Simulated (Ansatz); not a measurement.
`C[O][Ge]([F])[SH]`, charge 0, multiplicity 2.

Give a relaxed structure at PBE0-D4/def2-TZVP (Ansatz 0.2.0). (Estimate.)

The calculation gave: 
Cartesian coordinates in Å:
```
C -1.583 0.482 0.300
O -0.434 -0.249 0.687
Ge 1.181 0.150 0.092
F 0.934 0.734 -1.543
S 2.213 -1.827 0.095
H -2.449 -0.158 0.481
H -1.559 0.756 -0.758
H -1.692 1.389 0.902
H 3.388 -1.276 -0.255
```
This is one stationary point; other conformers may exist.
